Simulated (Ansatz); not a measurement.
A search over several starts for the lowest SCF solution of Li4H⁺ at the given spin, in a small basis.

```yaml
crystal:
  periodic: [false, false, false]
  atoms:
    - {symbol: Li, position_ang: [-0.101724, 1.456941, 0.553700]}
    - {symbol: Li, position_ang: [2.352005, -0.180203, -0.730494]}
    - {symbol: Li, position_ang: [-0.140326, -1.118154, 1.085476]}
    - {symbol: Li, position_ang: [-0.834394, -0.257816, -1.307092]}
    - {symbol: H, position_ang: [-1.275561, 0.099232, 0.398410]}
basis:
  gaussian: {orbitals: def2-SVP}
total_charge: 1
magnetization: {spin_polarized: true, initial_magnetization: 0}
hamiltonian: {xc: pbe0, dispersion: d4}
output: {orbitals: {seedname: orbitals}}
```

```sh
$ ansatz run in.yaml --threads 4 --pin off --events-out ev --progress --plain --max-ram 3916MiB
```

Shortened log:

```
Functional definition: PBE0
567 factors; integrals over basis functions are off by at most 7.9e-4 eV
mean field evaluation 1: about -824.9770 eV, gradient 1.3e1 eV
mean field evaluation 2: about -826.5987 eV, gradient 5.1e0 eV
mean field evaluation 4: about -826.9118 eV, gradient 2.5e-1 eV
mean field evaluation 8: about -826.9009 eV, gradient 5.0e-3 eV
mean field evaluation 16: about -826.9009 eV, gradient 4.0e-6 eV
mean field -826.90085974 eV, -30.3880461019 hartree, gradient 3.9e-6 eV, S^2 0.000000; 2 other end points of the search recorded, 0 dependent functions left out
reference -826.90089941 eV, -30.3880475597 hartree; 6, 6 occupied and 35, 35 virtual orbitals, 567 factors
Total energy: -826.92461570 eV, -30.3889191175 hartree
```

Run time 0.65 s (4 threads of Arm Neoverse V2 on a shared host).

The structure comes from a short search, and lower isomers may exist.
